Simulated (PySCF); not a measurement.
## Bond curve of HgBi

Set-up: PySCF, scalar-relativistic core potentials, basis sets Hg cc-pVDZ-PP with ECP60, Bi cc-pVDZ-PP with ECP60. Energies in eV from Hg + Bi in their ground configurations at the same level. State: ⁴Σ⁻ (quartet), unpaired electrons σ ↑, π ↑↑.

All columns are PBE0. A positive dipole means Hg(−)Bi(+).

```
R (Å)  E (eV)  μ (D)  Mulliken charge on Hg (basis-dependent)  HOMO (eV)  LUMO (eV)  Mayer bond order  ⟨S²⟩
2.927   0.019   0.51                                    -0.05      -5.27      -2.77              0.56  3.76
3.064  -0.046   0.42                                    -0.05      -5.40      -2.69              0.45  3.76
3.200  -0.074   0.36                                    -0.04      -5.52      -2.63              0.37  3.76
3.302  -0.082   0.32                                    -0.04      -5.60      -2.62              0.31  3.76
3.404  -0.084   0.29                                    -0.04      -5.68      -2.63              0.26  3.76
3.506  -0.081   0.26                                    -0.03      -5.75      -2.63              0.22  3.75
3.642  -0.075   0.23                                    -0.03      -5.84      -2.62              0.17  3.75
3.812  -0.064   0.21                                    -0.02      -5.93      -2.61              0.12  3.75
4.017  -0.052   0.18                                    -0.02      -6.01      -2.58              0.09  3.75
4.289  -0.037   0.14                                    -0.01      -6.09      -2.54              0.05  3.75
```

A fit through these points gives, at Re = 3.381 Å, μ = 0.29 D and dμ/dR = -0.282 D/Å; the reduced mass is 102.7 u.

Task: How strong is the fundamental in the double-harmonic approximation, I = 42.26·(dμ/dR)²/μred km/mol?

Result: I = 42.26·(-0.282)²/102.7 = 0.0327 km/mol at PBE0.

The bond is weak. Basis-set superposition, not corrected here, can be much of De in a small basis, most of all at correlated wavefunction levels. Functionals without a dispersion term scatter widely for such bonds, and LDA overbinds them. These are scalar-relativistic numbers at best; spin–orbit coupling would shift them, the dissociation energy most. The state was picked by a PBE0 search and need not be the measured ground state.
